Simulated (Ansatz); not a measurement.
TaO₄H₃. Total charge 0; singlet. Geometry PBE-D4/def2-SVP; atoms count from 1.

Cartesian coordinates in Å:
```
Ta 0.006 -0.046 -0.006
O 0.226 -1.965 0.168
O 0.207 -1.523 -1.250
O -1.662 0.542 0.691
O 1.458 0.908 0.764
H -0.056 0.788 -1.573
H 2.423 0.945 0.662
H -2.603 0.353 0.543
```

In the def2 sets Ta takes a core potential; there is no spin–orbit coupling. The structure holds one bond between oxygen atoms, so isomers without such links may lie far lower. The structure comes from a short search, and lower isomers may exist.

(1) Estimate the Mulliken populations from the PBE0/def2-TZVP orbitals of Ansatz.

(2) And the Mayer bond orders between bonded heavy atoms (over 0.3)?

Answers

(1) 
| atom | charge (e) | d electrons |
| --- | --- | --- |
| Ta1 | 1.28 | 2.62 |
| O2 | -0.33 | – |
| O3 | -0.28 | – |
| O4 | -0.65 | – |
| O5 | -0.65 | – |
| H6 | -0.09 | – |
| H7 | 0.36 | – |
| H8 | 0.36 | – |
Mulliken values and Mayer orders depend strongly on the basis.

(2) Ta1–O2 1.07 (1.94 Å); Ta1–O3 1.07 (1.94 Å); Ta1–O4 1.11 (1.90 Å); Ta1–O5 1.11 (1.90 Å); O2–O3 0.84 (1.48 Å).
